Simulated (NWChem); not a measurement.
System: C$_{2}$H$_{5}$FOSi$_{2}$; SMILES [SiH2]1O[SiH2]C1=CF

The following NWChem deck was run.

```
start job
memory heap 200 mb stack 900 mb global 1100 mb
geometry units angstroms noautosym nocenter noautoz
  F      0.145022    -2.772671     0.000000
  C     -0.729816    -1.743745     0.000000
  C     -0.334225    -0.479122     0.000000
  Si    -1.105225     1.232491     0.000000
  O      0.459104     1.882577     0.000000
  Si     1.318855     0.418277     0.000000
  H     -1.752016    -2.117595     0.000000
  H     -1.882596     1.611718    -1.209295
  H     -1.882596     1.611718     1.209295
  H      2.163925     0.251282     1.210615
  H      2.163925     0.251282    -1.210615
end
basis spherical
  F library def2-svpd
  C library def2-svpd
  Si library def2-svpd
  O library def2-svpd
  H library def2-svpd
end
dft
  xc pbe0
  iterations 150
  semidirect filesize 400000000
end
property
  response 1 0.0
end
task dft property
```

Geometry: optimised at B3LYP/6-31G* (spherical d).

Static field.

Q: Give the results of this calculation. (PBE0/def2-SVPD.) Quantities: basis functions; isotropic polarisability (bohr³); anisotropy (bohr³).

A: 
```
Item                              Value
--------------------------------  -----
number of basis functions           174
isotropic polarisability (bohr³)   77.3
anisotropy (bohr³)                 24.9
```
